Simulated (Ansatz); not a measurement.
```yaml
crystal:
  periodic: [false, false, false]
  atoms:
    - {symbol: C, position_ang: [0.789556, -1.975513, 1.803954]}
    - {symbol: O, position_ang: [1.243881, -1.835269, 0.477737]}
    - {symbol: In, position_ang: [0.622888, -0.355524, -0.658115]}
    - {symbol: S, position_ang: [1.424911, 0.021389, -2.847386]}
    - {symbol: O, position_ang: [-0.770793, 0.774712, 0.182716]}
    - {symbol: C, position_ang: [-1.353154, 1.859548, -0.488617]}
    - {symbol: H, position_ang: [1.340564, -1.323520, 2.493179]}
    - {symbol: H, position_ang: [0.959157, -3.011734, 2.114696]}
    - {symbol: H, position_ang: [-0.279078, -1.759259, 1.922531]}
    - {symbol: H, position_ang: [0.618681, 1.085513, -3.011331]}
    - {symbol: H, position_ang: [-2.123634, 2.293721, 0.157596]}
    - {symbol: H, position_ang: [-1.842037, 1.570004, -1.429701]}
    - {symbol: H, position_ang: [-0.630931, 2.655942, -0.717259]}
basis:
  gaussian: {orbitals: def2-mTZVP, fitting: {mean_field: cc-pVTZ-jkfit}}
total_charge: 1
magnetization: {spin_polarized: true, initial_magnetization: 1}
hamiltonian: {xc: {name: wB97M-V}}
output: {forces: true}
```

```sh
$ ansatz run in.yaml --threads 2 --pin off --events-out ev --progress --plain --max-ram 22528MiB --backend cpu
```

Problem. How does Ansatz answer? (Estimate.)

Solution. The calculation gave: The program refused the input.
```
Functional definition: wB97M-V
Error: <dir> the basis set cc-pVTZ-JKFIT has no functions for In
```
